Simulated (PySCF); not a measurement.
# Curvature of the energy in the electron number along the second row, charge +1

Calculated with PySCF 2.14, in def2-SVP, non-relativistic: one orbital is emptied in steps, and each cell gives the departure of E from the straight line at half an electron, in eV (from a cubic fit). The exact functional gives zero.

```json
{"species": "Be⁺", "orbital": "2s alpha", "LDA": "-0.88", "PBE": "-0.92", "PBE0": "-0.68", "BHandHLYP": "-0.52", "LC-wPBE": "-0.07", "UHF": "0.00"}
{"species": "B⁺", "orbital": "2s beta", "LDA": "-1.26", "PBE": "-1.25", "PBE0": "-0.93", "BHandHLYP": "-0.68", "LC-wPBE": "-0.23", "UHF": "0.06"}
{"species": "C⁺", "orbital": "2p alpha", "LDA": "-1.77", "PBE": "-1.75", "PBE0": "-1.27", "BHandHLYP": "-0.81", "LC-wPBE": "-0.52", "UHF": "0.15"}
{"species": "N⁺", "orbital": "2p alpha", "LDA": "-2.04", "PBE": "-1.99", "PBE0": "-1.42", "BHandHLYP": "-0.87", "LC-wPBE": "-0.71", "UHF": "0.27"}
{"species": "O⁺", "orbital": "2p alpha", "LDA": "-2.31", "PBE": "-2.24", "PBE0": "-1.58", "BHandHLYP": "-0.94", "LC-wPBE": "-0.92", "UHF": "0.38"}
{"species": "F⁺", "orbital": "2p beta", "LDA": "-2.30", "PBE": "-2.25", "PBE0": "-1.55", "BHandHLYP": "-0.91", "LC-wPBE": "-0.90", "UHF": "0.51"}
{"species": "Ne⁺", "orbital": "2p beta", "LDA": "-2.59", "PBE": "-2.49", "PBE0": "-1.70", "BHandHLYP": "-0.95", "LC-wPBE": "-1.11", "UHF": "0.65"}
```

Q: How does the mean departure depend on the functional?

A: LDA -1.88 eV; PBE -1.84 eV; PBE0 -1.31 eV; BHandHLYP -0.81 eV; LC-wPBE -0.64 eV; UHF 0.29 eV. Semilocal functionals are convex (delocalisation error), Hartree-Fock is concave or straight, and exact exchange removes curvature roughly in proportion to its share, so among the functionals the range-separated hybrids usually come closest to zero.
